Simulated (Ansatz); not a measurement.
One geometry of Mg8S8 (started as a model of: 2x2x4 MgS rock-salt block), several levels of theory.

```yaml
crystal:
  periodic: [false, false, false]
  atoms:
    - {symbol: Mg, position_ang: [-1.041215, -1.034961, -3.497916]}
    - {symbol: S, position_ang: [-1.437151, -1.430439, -1.157984]}
    - {symbol: Mg, position_ang: [-1.136088, -1.133001, 1.252093]}
    - {symbol: S, position_ang: [-1.355685, -1.354124, 3.709036]}
    - {symbol: S, position_ang: [-1.357476, 1.358685, -3.706885]}
    - {symbol: Mg, position_ang: [-1.134485, 1.137264, -1.250177]}
    - {symbol: S, position_ang: [-1.429623, 1.435823, 1.160655]}
    - {symbol: Mg, position_ang: [-1.031256, 1.038435, 3.499841]}
    - {symbol: S, position_ang: [1.351194, -1.359589, -3.708465]}
    - {symbol: Mg, position_ang: [1.131784, -1.137039, -1.251752]}
    - {symbol: S, position_ang: [1.431692, -1.435737, 1.158103]}
    - {symbol: Mg, position_ang: [1.037797, -1.038083, 3.497985]}
    - {symbol: Mg, position_ang: [1.035229, 1.034166, -3.499913]}
    - {symbol: S, position_ang: [1.434352, 1.430942, -1.160781]}
    - {symbol: Mg, position_ang: [1.138269, 1.133217, 1.249833]}
    - {symbol: S, position_ang: [1.362662, 1.354464, 3.706317]}
basis:
  gaussian: {orbitals: def2-SVP, initial_orbitals: start.molden}
hamiltonian: {xc: r2scan, dispersion: d4}
scf: {omitted_lower_state_checks: [starts]}
output: {forces: true, orbitals: {seedname: orbitals}}
```

The file start.molden holds the orbitals of an earlier run on this structure, at another level or in another basis.

```sh
$ ansatz run in.yaml --threads 4 --pin off --events-out ev --progress --plain --max-ram 6963MiB
```

Shortened log:

```
Functional definition: r2SCAN
3072 factors; their error is unknown
mean field evaluation 1: about -130215.1534 eV, gradient 7.1e0 eV
mean field evaluation 2: about -130215.2161 eV, gradient 8.2e-2 eV
mean field evaluation 4: about -130214.9226 eV, gradient 1.8e-4 eV
mean field -130214.92263929 eV, -4785.3101441492 hartree, gradient 1.7e-5 eV, S^2 0.000000; 0 other end points of the search recorded, 0 dependent functions left out
reference -130214.92266763 eV, -4785.3101451909 hartree; 112, 112 occupied and 176, 176 virtual orbitals, 3072 factors
Total energy: -130215.30495824 eV, -4785.3241941116 hartree
Atom 0 at    -1.041215    -1.034961    -3.497916 Å, force     0.000524     0.000793    -0.003802 eV/Å
Atom 1 at    -1.437151    -1.430439    -1.157984 Å, force    -0.004131    -0.004759     0.007303 eV/Å
Atom 2 at    -1.136088    -1.133001     1.252093 Å, force     0.002031     0.002039    -0.000980 eV/Å
Atom 3 at    -1.355685    -1.354124     3.709036 Å, force    -0.002932    -0.002816    -0.000207 eV/Å
Atom 4 at    -1.357476     1.358685    -3.706885 Å, force    -0.003010     0.002966     0.000385 eV/Å
Atom 5 at    -1.134485     1.137264    -1.250177 Å, force     0.002122    -0.002149     0.001129 eV/Å
Atom 6 at    -1.429623     1.435823     1.160655 Å, force    -0.004555     0.004623    -0.007598 eV/Å
Atom 7 at    -1.031256     1.038435     3.499841 Å, force     0.000639    -0.000685     0.003841 eV/Å
Atom 8 at     1.351194    -1.359589    -3.708465 Å, force     0.002712    -0.002702    -0.000022 eV/Å
Atom 9 at     1.131784    -1.137039    -1.251752 Å, force    -0.002001     0.001949     0.000673 eV/Å
Atom 10 at     1.431692    -1.435737     1.158103 Å, force     0.004452    -0.004381    -0.007076 eV/Å
Atom 11 at     1.037797    -1.038083     3.497985 Å, force    -0.000675     0.000733     0.003945 eV/Å
Atom 12 at     1.035229     1.034166    -3.499913 Å, force    -0.000789    -0.000648    -0.003996 eV/Å
Atom 13 at     1.434352     1.430942    -1.160781 Å, force     0.004957     0.004135     0.007417 eV/Å
Atom 14 at     1.138269     1.133217     1.249833 Å, force    -0.002117    -0.002034    -0.000823 eV/Å
Atom 15 at     1.362662     1.354464     3.706317 Å, force     0.002773     0.002936    -0.000189 eV/Å
Dipole moment:     0.000007     0.000026     0.000000 e Å
Checks for a lower state left out: starts
```

It took 50 s on 4 threads of Arm Neoverse V2 on a shared host, peak host memory 1.1 GiB.

Geometry: r2SCAN-D4/def2-SVP.
